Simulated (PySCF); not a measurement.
## TaS₃⁻, singlet: molecular constants

Level of theory: PBE0 in PySCF with Ta def2-SVPD with ECP60, S def2-SVPD; scalar-relativistic core potentials, no spin–orbit coupling; density-fitted integrals.

The structure is a minimum.

```
Point group                                                                   : C3v
Bond lengths                                                                  : Ta–S 2.223 Å (×3)
Bond angles                                                                   : S–Ta–S 112.8° (×3)
Principal quadrupole moments (Buckingham, traceless) about the centre of mass : -11.34, -11.34, 22.68 D Å
Enthalpy at 298.15 K above 0 K                                                : 17.08 kJ/mol
Principal polarisabilities                                                    : 86.9, 151.2, 151.2 bohr³
Rotational symmetry number                                                    : 3
Dipole moment about the centre of mass                                        : 4.76 D
Entropy at 298.15 K and 1 bar                                                 : 334.6 J/(mol K)
Rotational constants                                                          : 0.06954, 0.06954, 0.03846 cm⁻¹
Highest occupied level                                                        : -2.14 eV
Lowest empty level                                                            : 0.43 eV
Zero-point energy                                                             : 11.0 kJ/mol
Heat capacity Cp at 298.15 K                                                  : 73.6 J/(mol K)
```

Harmonic modes (masses in u: Ta 180.948, S 31.972):
```
symmetry  ω (cm⁻¹)  IR (km/mol, summed over degenerate members)  μ (u)     type
      a1       102                                         17.8  42.38     bend
       e       153                                          0.1  34.73     bend
       e       476                                          292  38.91  stretch
      a1       485                                          2.1  33.29  stretch
```

In C3v the vibrations span 2a1 + 2e.

Charges (e); Mulliken and Löwdin values are unreliable with diffuse functions:
```
  atom  Mulliken  Löwdin  polar tensor  Mayer order to Ta1
   Ta1      1.53   -0.30          1.42                   –
S2,3,4     -0.84   -0.23         -0.81                1.59
```

Mulliken populations on Ta1 (electrons outside its core potential): s 2.14, p 6.11, d 3.12, f 0.09.

Outer orbital energies (eV). occupied: -4.54, -4.54, -3.98, -3.98, -3.49, -2.91, -2.91, -2.14; empty: 0.43, 2.21, 2.21, 3.56.

Formally Ta is in oxidation state +5, d0. A d0 centre has no lone pair, yet it is C3v rather than trigonal planar: covalent bonding through the d orbitals favours lower symmetry. The polar-tensor charge on Ta, 1.42, is far below the formal one.

Other isomers or separated fragments may lie lower. The lowest empty level of this anion is unbound, so it and the gap depend on the basis. With an element this heavy the missing spin–orbit coupling can shift these numbers.

The final relaxation and frequency run took of the order of 2.3 core-minutes on a shared host.
